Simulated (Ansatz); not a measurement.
`CB[S][GeH3]` + `O[Si](O)(Cl)Cl` → `CO[Si](O)(Cl)Cl` + `B[S][GeH3]`  (substitution at a C–B bond)

Calculated with Ansatz (gas phase, PBE0-D4/def2-TZVP geometries, no zero-point term in ΔE). CBS: MP2 limit from def2 TZ/QZ plus the TZ coupled-cluster correction, frozen cores. DFT in def2-TZVPP. For Ge outer-core shells are correlated without core-valence functions, which leaves a few kJ/mol of doubt a bond. Scalar relativity is left out up to krypton. One conformer a species, not always the lowest.

`CB[S][GeH3]`:

Cartesian coordinates in Å:
```
C -0.962 -0.541 -1.968
B -0.230 -0.008 -0.701
S -0.302 -0.923 0.833
Ge 0.929 0.392 2.156
H -1.666 0.217 -2.331
H -1.502 -1.479 -1.829
H -0.237 -0.673 -2.780
H 0.391 1.018 -0.738
H 0.265 1.771 2.258
H 2.342 0.517 1.571
H 0.972 -0.289 3.531
```

`O[Si](O)(Cl)Cl`:

```xyz
7

O    -0.869    0.549    0.964
Si    0.281   -0.037   -0.019
O    -0.049    0.403   -1.537
Cl    2.114    0.708    0.414
Cl    0.358   -2.069    0.187
H    -0.907    0.227    1.866
H    -0.928    0.219   -1.875
```

`CO[Si](O)(Cl)Cl`:

```xyz
10

C    -1.509    0.186   -0.645
O    -0.514   -0.523    0.066
Si    1.024   -0.074    0.257
O     1.802   -1.155    1.172
Cl    1.069    1.788    1.100
Cl    1.999    0.008   -1.519
H    -1.248    0.265   -1.704
H    -2.443   -0.368   -0.550
H    -1.646    1.190   -0.233
H     1.466   -1.319    2.055
```

`B[S][GeH3]`:

Z-matrix (Å, degrees):
```
Ge
S 1 2.241
H 1 1.534 2 106.5
H 1 1.533 2 108.8 3 -119.6
H 1 1.533 2 108.8 3 119.5
B 2 1.769 1 100.9 3 179.8
H 6 1.193 2 116.5 1 180.0
H 6 1.195 2 121.9 1 -0.0
```

```tsv
level	ΔE (eV)
PBE0-D4	1.06
PBE0	1.08
```

Task: What does CCSD(T)/CBS give? (Estimate.)

Result: Ansatz gave: +1.05 eV. The listed levels differ from it by 0.01, 0.03 eV.

Largest T1 diagnostic among the species: 0.014.

In def2-TZVPP, CCSD(T) changes the Hartree–Fock value by +0.10 eV (the triples alone add +0.00 eV) and MP2 by +0.17 eV.
